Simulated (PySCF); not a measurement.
Gas-phase reaction: HfCl₄ + O₂ + 4 H = HfCl₂(OH)₂ + 2 HCl

Energies from PySCF, thermal terms from the rigid-rotor harmonic-oscillator model, ideal gas at 1 bar. † marks an energy on the PBE0/def2-TZVP geometry and frequencies. MP2 and CCSD(T) freeze the core. Open shells (unrestricted): O₂ (multiplicity 3), H (multiplicity 2); the rest are closed-shell singlets. B3LYP is the form with VWN-RPA correlation. Hf: scalar-relativistic def2 core potential, no spin-orbit coupling. HfCl₂(OH)₂: computed as isolated molecules; such fragments, hydroxides, amides, oligomers or adducts are transient or little studied in the gas. MP2 isn't extrapolated to the basis-set limit; its ΔH°(298 K) is -1210.2 kJ in def2-SVP and -1282.1 kJ in def2-TZVPP. CCSD(T) isn't extrapolated to the basis-set limit; its ΔH°(298 K) is -1239.8 kJ in def2-SVP and -1307.7 kJ in def2-TZVPP. The harmonic model lacks anharmonicity and excited electronic states, which grow with temperature; levels with a mode under 35 cm⁻¹ are left out. Soft modes under 120 cm⁻¹ make the harmonic entropy rough for HfCl₄, HfCl₂(OH)₂.

```tsv
level	ΔE electronic, kJ	ΔH°(298 K), kJ	ΔS°(298 K), J/K	ΔG°(1400 K), kJ
B3LYP/def2-TZVP†	-1352	-1281	-266	-880
BLYP/def2-TZVP†	-1321	-1250	-266	-849
CCSD(T)/def2-SVP†	-1311	-1240	-266	-839
HF/def2-TZVP†	-1100	-1029	-266	-628
MP2/def2-SVP†	-1282	-1210	-266	-810
MP2/def2-TZVPP†	-1353	-1282	-266	-882
PBE/def2-TZVP†	-1288	-1217	-266	-816
PBE0/def2-QZVP†	-1327	-1256	-266	-855
r2SCAN/def2-TZVP†	-1312	-1241	-266	-840
```
ΔH° is lowest at MP2/def2-TZVPP† and highest at HF/def2-TZVP†. No reference value is set beside these.
